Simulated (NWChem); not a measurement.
System: Si2H3F, singlet; SMILES F[Si][SiH3]

Input file for NWChem:

```
start job
memory heap 200 mb stack 900 mb global 1100 mb
geometry units angstroms noautoz
  Si     0.453349    -0.909856    -0.525070
  F     -0.553681    -1.462858     0.675167
  Si    -0.086159     1.449219    -0.123166
  H      0.252958     1.801672     1.307055
  H     -1.573877     1.656461    -0.292269
  H      0.631961     2.416573    -1.031187
end
basis spherical
  * library def2-svpd
end
dft
  xc xtpss03 ctpss03
  iterations 150
  mulliken
end
task dft energy
```

Excerpt of the output:

```
             Northwest Computational Chemistry Package (NWChem) 7.3.0
             --------------------------------------------------------

 CS  symmetry detected

                             Geometry "geometry" -> ""
                             -------------------------

 Output coordinates in angstroms (scale by  1.889725989 to convert to a.u.)

  No.       Tag          Charge          X              Y              Z
 ---- ---------------- ---------- -------------- -------------- --------------
    1 Si                  14.0000     0.71738428    -0.86315706     0.00000000
    2 F                    9.0000    -0.79944308    -1.54118672     0.00000000
    3 Si                  14.0000    -0.12811994     1.43965713     0.00000000
    4 H                    1.0000    -1.00061413     1.65059365     1.21616709
    5 H                    1.0000    -1.00061413     1.65059365    -1.21616709
    6 H                    1.0000     0.94651515     2.49849218     0.00000000

 Effective nuclear repulsion energy (a.u.)     130.1800487659

      Symmetry information
      --------------------

 Group name             Cs
 Group number              2
 Group order               2
 No. of unique centers     5

                                 NWChem DFT Module
                                 -----------------

 Summary of "ao basis" -> "ao basis" (spherical)
 ------------------------------------------------------------------------------
       Tag                 Description            Shells   Functions and Types
 ---------------- ------------------------------  ------  ---------------------
 Si                        def2-svpd                10       24   5s3p2d
 F                         def2-svpd                 9       23   4s3p2d
 H                         def2-svpd                 4        8   2s2p

      Symmetry analysis of basis
      --------------------------

        a'         64
        a"         31

            General Information
            -------------------
          SCF calculation type: DFT
          Wavefunction type:  closed shell.
          No. of atoms     :     6
          No. of electrons :    40
           Alpha electrons :    20
            Beta electrons :    20
          Charge           :     0
          Spin multiplicity:     1
          Use of symmetry is: on ; symmetry adaption is: on
          Maximum number of iterations: 150
          AO basis - number of functions:    95
                     number of shells:    41
          Convergence on energy requested:  1.00D-06
          Convergence on density requested:  1.00D-05
          Convergence on gradient requested:  5.00D-04

              XC Information
              --------------
                  TPSS metaGGA Exchange Functional  1.000
             TPSS03 metaGGA Correlation Functional  1.000

             Grid Information
             ----------------
          Grid used for XC integration:  medium
          Radial quadrature: Mura-Knowles
          Angular quadrature: Lebedev.
          Tag              B.-S. Rad. Rad. Pts. Rad. Cut. Ang. Pts.
          ---              ---------- --------- --------- ---------
          Si                  1.10       88          11.0       590
          F                   0.50       49          12.0       434
          H                   0.35       45          12.0       434
          Grid pruning is: on
          Number of quadrature shells:   315
          Spatial weights used:  Erf1

      Superposition of Atomic Density Guess
      -------------------------------------

 Sum of atomic energies:        -678.27281676

      Non-variational initial energy
      ------------------------------

 Total energy =    -678.594720
 1-e energy   =   -1200.743334
 2-e energy   =     391.968565
 HOMO         =      -0.196319
 LUMO         =      -0.067708

      Symmetry analysis of molecular orbitals - initial
      -------------------------------------------------

  Numbering of irreducible representations:

     1 a'          2 a"

  Orbital symmetries:

     1 a'          2 a'          3 a'          4 a'          5 a'
     6 a'          7 a"          8 a'          9 a'         10 a'
    11 a"         12 a'         13 a'         14 a'         15 a'
    16 a"         17 a'         18 a"         19 a'         20 a'
    21 a"         22 a'         23 a'         24 a'         25 a"
    26 a'         27 a'         28 a'         29 a'         30 a"

     ---------------------------------------------
      Total Density - Mulliken Population Analysis
     ---------------------------------------------

    Atom       Charge   Shell Charges
 -----------   ------   -------------------------------------------------------
    1 Si  14    12.99   2.00  1.99  1.23  0.47  0.09  5.93  0.61  0.59  0.09 -0.01
    2 F    9     9.74   1.99  1.16  0.78  0.03  3.53  2.13  0.11  0.00  0.02
    3 Si  14    14.60   2.00  1.99  1.06  0.52 -0.01  5.94  1.17  1.78  0.09  0.06
    4 H    1     0.89   0.69  0.21  0.01 -0.02
    5 H    1     0.89   0.69  0.21  0.01 -0.02
    6 H    1     0.89   0.69  0.21  0.01 -0.01

   convergence    iter        energy       DeltaE   RMS-Dens  Diis-err
 ---------------- ----- ----------------- --------- --------- ---------
 d= 0,ls=0.0,diis     1   -680.3525633380 -8.11D+02  1.99D-02  4.99D-01
 d= 0,ls=0.0,diis     2   -679.8787240819  4.74D-01  1.20D-02  5.60D+00
 d= 0,ls=0.0,diis     3   -680.4223897288 -5.44D-01  3.31D-03  1.23D-02
 d= 0,ls=0.0,diis     4   -680.4236972085 -1.31D-03  1.38D-03  5.50D-03
 d= 0,ls=0.0,diis     5   -680.4247185412 -1.02D-03  2.34D-04  9.25D-05
  Resetting Diis
 d= 0,ls=0.0,diis     6   -680.4247398136 -2.13D-05  6.69D-05  1.10D-05
 d= 0,ls=0.0,diis     7   -680.4247422053 -2.39D-06  2.26D-05  6.17D-07
 d= 0,ls=0.0,diis     8   -680.4247421935  1.19D-08  1.24D-05  6.84D-07
 d= 0,ls=0.0,diis     9   -680.4247423394 -1.46D-07  1.15D-06  3.39D-08

         Total DFT energy =     -680.424742339397
      One electron energy =    -1202.182403826066
           Coulomb energy =      444.930796991363
    Exchange-Corr. energy =      -53.353184270601
 Nuclear repulsion energy =      130.180048765907

 Numeric. integr. density =       39.999993464715

                  Occupations of the irreducible representations
                  ----------------------------------------------

                     irrep           alpha         beta
                     --------     --------     --------
                     a'               16.0         16.0
                     a"                4.0          4.0

                       DFT Final Molecular Orbital Analysis
                       ------------------------------------

 Vector   18  Occ=2.000000D+00  E=-3.210860D-01  Symmetry=a"
              MO Center= -7.0D-01,  1.5D+00, -2.8D-13, r^2= 2.3D+00
   Bfn.  Coefficient  Atom+Function         Bfn.  Coefficient  Atom+Function
  ----- ------------  ---------------      ----- ------------  ---------------
    61      0.333287  3 Si pz                72      0.327018  4 H  s
    80     -0.327018  5 H  s                 58      0.287370  3 Si pz
    55     -0.167669  3 Si pz                73      0.075976  4 H  s
    81     -0.075976  5 H  s                 31      0.074492  2 F  pz
    65      0.064827  3 Si d  1              34     -0.050312  2 F  pz

 Vector   19  Occ=2.000000D+00  E=-3.191858D-01  Symmetry=a'
              MO Center=  2.0D-01,  1.9D+00,  2.7D-13, r^2= 2.5D+00
   Bfn.  Coefficient  Atom+Function         Bfn.  Coefficient  Atom+Function
  ----- ------------  ---------------      ----- ------------  ---------------
    88      0.386201  6 H  s                 59      0.286080  3 Si px
    56      0.247848  3 Si px                72     -0.177485  4 H  s
    80     -0.177485  5 H  s                 53     -0.144592  3 Si px
    60      0.142395  3 Si py                57      0.135305  3 Si py
    30     -0.118097  2 F  py                 4     -0.101848  1 Si s

 Vector   20  Occ=2.000000D+00  E=-2.081268D-01  Symmetry=a'
              MO Center=  5.9D-01, -3.5D-01,  9.8D-17, r^2= 3.7D+00
   Bfn.  Coefficient  Atom+Function         Bfn.  Coefficient  Atom+Function
  ----- ------------  ---------------      ----- ------------  ---------------
     3      0.298187  1 Si s                 60      0.260595  3 Si py
    12      0.257658  1 Si px                51     -0.246153  3 Si s
    10     -0.244454  1 Si py                13     -0.243921  1 Si py
    57      0.236542  3 Si py                 4      0.231669  1 Si s
     9      0.206316  1 Si px                 2      0.168555  1 Si s

 Vector   21  Occ=0.000000D+00  E=-1.425956D-01  Symmetry=a"
              MO Center=  6.7D-01, -6.3D-01, -7.9D-15, r^2= 2.9D+00
   Bfn.  Coefficient  Atom+Function         Bfn.  Coefficient  Atom+Function
  ----- ------------  ---------------      ----- ------------  ---------------
    14      0.622720  1 Si pz                11      0.433372  1 Si pz
     8     -0.219105  1 Si pz                31      0.201598  2 F  pz
    34     -0.153418  2 F  pz                73     -0.115550  4 H  s
    81      0.115550  5 H  s                 61      0.096947  3 Si pz
    72     -0.086300  4 H  s                 80      0.086300  5 H  s

 Vector   22  Occ=0.000000D+00  E=-4.611312D-02  Symmetry=a'
              MO Center=  6.1D-01, -4.4D-01, -1.7D-14, r^2= 4.5D+00
   Bfn.  Coefficient  Atom+Function         Bfn.  Coefficient  Atom+Function
  ----- ------------  ---------------      ----- ------------  ---------------
    12      0.527447  1 Si px                13      0.406702  1 Si py
    51     -0.371633  3 Si s                 52      0.364450  3 Si s
     4     -0.356161  1 Si s                 28      0.237916  2 F  s
    35      0.234881  2 F  px                59      0.230365  3 Si px
    27      0.223366  2 F  s                 10      0.207406  1 Si py

 Vector   23  Occ=0.000000D+00  E=-1.776192D-03  Symmetry=a'
              MO Center=  3.6D-01,  8.2D-01, -8.3D-14, r^2= 8.2D+00
   Bfn.  Coefficient  Atom+Function         Bfn.  Coefficient  Atom+Function
  ----- ------------  ---------------      ----- ------------  ---------------
    51      2.822504  3 Si s                 52     -2.245836  3 Si s
     5      1.392804  1 Si s                  4     -1.108756  1 Si s
    89     -0.413283  6 H  s                 13     -0.368610  1 Si py
    73     -0.358194  4 H  s                 81     -0.358194  5 H  s
    12      0.308640  1 Si px                 3     -0.253550  1 Si s

     ---------------------------------------------
      Total Density - Mulliken Population Analysis
     ---------------------------------------------

    Atom       Charge   Shell Charges
 -----------   ------   -------------------------------------------------------
    1 Si  14    13.36   2.00  1.98  1.34  0.29  0.07  5.92  0.89  0.72  0.15 -0.00
    2 F    9     9.51   1.99  1.14  0.79  0.09  3.32  1.99  0.16  0.00  0.02
    3 Si  14    14.51   2.00  1.98  1.07  0.43 -0.00  5.92  1.30  1.62  0.12  0.07
    4 H    1     0.87   0.74  0.14  0.01 -0.02
    5 H    1     0.87   0.74  0.14  0.01 -0.02
    6 H    1     0.87   0.74  0.14  0.01 -0.02

     -------------------------------------------
      Total Density - Lowdin Population Analysis
     -------------------------------------------

    Atom       Charge   Shell Charges
 -----------   ------   -------------------------------------------------------
    1 Si  14    13.34   2.00  1.95  0.72  0.39  0.24  5.79  0.97  0.78  0.23  0.26
    2 F    9     9.60   1.98  1.01  0.68  0.17  3.18  2.01  0.41  0.00  0.16
    3 Si  14    13.58   2.00  1.93  0.51  0.24  0.16  5.82  1.29  1.20  0.17  0.26
    4 H    1     1.16   0.61  0.34  0.02  0.19
    5 H    1     1.16   0.61  0.34  0.02  0.19
    6 H    1     1.17   0.61  0.35  0.02  0.19

     Multipole analysis of the density
     ---------------------------------

     L   x y z        total         alpha         beta         nuclear
     -   - - -        -----         -----         ----         -------
     0   0 0 0     -0.000000    -20.000000    -20.000000     40.000000

     1   1 0 0      0.363386      0.181693      0.181693      0.000000
     1   0 1 0      0.158136      0.079068      0.079068      0.000000
     1   0 0 1      0.000000      0.000000      0.000000      0.000000

     2   2 0 0    -26.487464    -41.964196    -41.964196     57.440928
     2   1 1 0     -0.070171      1.930484      1.930484     -3.931140
     2   1 0 1     -0.000000     -0.000000     -0.000000      0.000000
     2   0 2 0    -27.773929   -143.366310   -143.366310    258.958690
     2   0 1 1      0.000000      0.000000      0.000000      0.000000
     2   0 0 2    -23.310675    -16.937165    -16.937165     10.563654
```

Level: TPSS/def2-SVPD. Low-valent species are run as closed-shell singlets; no triplet was tried in these runs. Coordinates come from a PBE-D3(BJ)/def2-SVP optimisation.
